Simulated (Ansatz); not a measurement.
Gas-phase electronic energies from Ansatz, PBE0-D4/def2-TZVP geometries. CBS: MP2 limit from def2 TZ/QZ plus the TZ coupled-cluster correction, frozen cores. This one scheme is used for every species. DFT in def2-TZVPP. Each species was taken in one conformer, which may not be the lowest.

`OC([SiH3])[SiH2]Cl` + HCl → `OC([SiH3])Cl` + `[SiH3]Cl`  (substitution at a C–Si bond)

`OC([SiH3])[SiH2]Cl`:

Z-matrix (Å, degrees):
```
C
Si 1 1.891
Si 1 1.878 2 112.3
O 1 1.426 2 107.6 3 123.0
H 1 1.103 2 106.5 3 -117.4
H 2 1.489 1 107.8 3 57.6
H 2 1.484 1 110.1 3 177.1
H 2 1.484 1 110.2 3 -61.5
Cl 3 2.069 1 106.0 2 170.0
H 3 1.481 1 112.3 2 53.7
H 3 1.482 1 111.9 2 -72.1
H 4 0.964 1 108.5 2 -173.1
```

HCl:

Z-matrix (Å, degrees):
```
Cl
H 1 1.279
```

`OC([SiH3])Cl`:

Cartesian coordinates in Å:
```
O 1.431 0.671 0.474
C 0.487 -0.329 0.379
Si -0.927 0.224 -0.766
Cl -0.265 -0.704 2.000
H 2.179 0.363 0.997
H 0.918 -1.288 0.076
H -1.554 1.436 -0.191
H -1.901 -0.889 -0.856
H -0.369 0.515 -2.113
```

`[SiH3]Cl`:

Cartesian coordinates in Å:
```
Si 0.065 -0.075 0.082
Cl -0.967 1.127 -1.225
H -0.623 -1.385 0.159
H 0.080 0.579 1.410
H 1.445 -0.246 -0.425
```

```json
{"level": "r2SCANh-D4", "ΔE (kJ/mol)": "41.8"}
{"level": "r2SCAN0-D4", "ΔE (kJ/mol)": "43.0"}
{"level": "PBE-QIDH", "ΔE (kJ/mol)": "43.6"}
{"level": "CCSD/def2-SVP", "ΔE (kJ/mol)": "41.2"}
{"level": "CCSD(T)/def2-SVP", "ΔE (kJ/mol)": "41.0"}
{"level": "CCSD(T)/def2-TZVPP", "ΔE (kJ/mol)": "45.1"}
{"level": "MP2/def2-QZVPP", "ΔE (kJ/mol)": "46.2"}
{"level": "HF/CBS(def2)", "ΔE (kJ/mol)": "26.8"}
```

Question: What does CCSD(T)/CBS give? (Estimate.)

Answer: Ansatz gave: +44.7 kJ/mol. The listed levels differ from it by -2.9, -1.7, -1.1, -3.5, -3.7, 0.4, 1.5, -17.9 kJ/mol.

Largest T1 diagnostic among the species: 0.011.

The D4 term adds +8.6 kJ/mol with B3LYP and +5.1 kJ/mol with PBE0; it sums over pairs of atoms, weighted by their polarisabilities, and B3LYP, whose exchange is more repulsive, gets the larger term. Leaving LDA and LC-ωPBE aside and taking each functional with its dispersion term where it has one, the values, not all of them listed here, spread over 7.8 kJ/mol, from B2PLYP to B97M-V. LDA lies +8.9 kJ/mol from PBE without D4. From PBE to PBE0 (25 % exact exchange), in def2-TZVPP and without D4, ΔE moves by +3.2 kJ/mol.

B3LYP here is the variant with VWN-RPA as its local correlation; programs differ in this.
